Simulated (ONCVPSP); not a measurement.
## Before and after: ONCV potential for F (Z = 9)

ONCVPSP 4.0.1 input, shortened (lines: element, Z, core and valence counts, functional; n l f; lmax; l rc ep ncon nbas qcut; lloc lpopt rc5 dvloc0; l nproj debl; icmod fcfact rcfact), BLYP, scalar-relativistic:

```
  F 9.00    1    2  -106131      upf
    1    0    2.00
    2    0    2.00
    2    1    5.00
    1
    0    0.60    0.00    4    8   11.30
    1    1.55    0.00    4    7    7.60
    0    5    0.60    0.00
    0    0    3.70
    1    2    1.60
    3    6.00    1.00
```

Change: p: qcut 4.8.

Cutoffs: the cutoffs (Ha) at which the residual kinetic energy of the hardest occupied pseudo-wave falls to 1 and 0.1 mHa per electron; they do not see the model core or the augmentation charge, which bear on the density cutoff. Errors are all-electron minus pseudo energies relative to the spin-unpolarised reference configuration.

**Question.** Predict the effect on cutoff, ghosts and configuration errors.

**Answer.** The potential gets neither clearly harder nor softer (55 Ha and 99 Ha → 61 Ha and 99 Ha); of the 4 tests that both files solve, the error grows in 4 and shrinks in 0 by more than 15 % and 0.3 meV (median size 301.6 → 602.2 meV); neither file shows a bound ghost.

```csv
quantity,base,changed
"cutoff, loose",55 Ha,61 Ha
"cutoff, tight",99 Ha,99 Ha
loose cutoff by channel,"s 55 Ha, p 25 Ha","s 55 Ha, p 61 Ha"
bound ghosts,none,none
GHOST(+) flags under 300 eV,none,none
"error for 2s2 2p4, meV [ΔE 19.40 eV]",+73,+151
"error for 2s2 2p3, meV [ΔE 57.81 eV]",+531,+1053
"error for 2s2 2p2, meV [ΔE 118.51 eV]",+1902,+3619
"error for 2s2 2p4.5, meV [ΔE 7.55 eV]",+12,+26
s: phases at 0.61 bohr within 0.05 rad from the reference energy up to (Ha; the scan ends near 5),to the end of the scan,to the end of the scan
p: phases at 1.57 bohr within 0.05 rad from the reference energy up to (Ha; the scan ends near 5),to the end of the scan,to the end of the scan
"rms error of d²Exc/dni dnj with the model core, mHa",1.76,0.78
```
